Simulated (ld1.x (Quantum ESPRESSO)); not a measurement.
# hydrogen (H): one change to an ultrasoft potential, before and after

ld1.x (Quantum ESPRESSO) 7.5 input, shortened:

```
&input
   title='H', zed=1., rel=1, dft='PBE', iswitch=3,
   config='1s1'
 /
 &inputp
   pseudotype=3, tm=.true., lloc=-1, rcloc=0.60,
   nlcc=.false.,
   which_augfun='PSQ', rmatch_augfun_nc=.true.
 /
2
1S  1  0   1.00   0.00  0.65  0.75  0.0
1S  1  0   0.00   0.05  0.65  0.75  0.0
 &test
   configts(1)='1s1'
 /
```

Change: waves 1s (bound): rcut 0.50, rcutus 0.56 bohr; 1s channel at 0.05 Ry: rcut 0.50, rcutus 0.56 bohr; local potential all-electron potential smoothed inside 0.46 bohr (lloc = -1).

Cutoffs: the cutoffs (Ry, on a coarse ladder) from which the occupation-weighted sum of valence levels, in a spherical-Bessel basis at the reference potential, stays within 10 and 1 mRy of its value at 400 Ry; they do not see the model core or the augmentation charge, which bear on the density cutoff. Errors are all-electron minus pseudo energies relative to the spin-unpolarised reference configuration.

Q: How do hardness, ghosts and transferability respond?

A: The potential gets harder (30 Ry and 55 Ry → 35 Ry and 80 Ry); neither file shows a bound ghost. A smaller radius makes the pseudo-wave follow the all-electron one further in, where it bends more sharply, so more plane waves are needed.

```json
{"quantity": "cutoff, loose", "base": "30 Ry", "changed": "35 Ry"}
{"quantity": "cutoff, tight", "base": "55 Ry", "changed": "80 Ry"}
{"quantity": "bound ghosts", "base": "none", "changed": "none"}
{"quantity": "error for 1s0.5, meV [ΔE 4.76 eV]", "base": "0.0", "changed": "-0.1"}
{"quantity": "lowest overlap eigenvalue by channel", "base": "s 0.99", "changed": "s 0.99"}
```
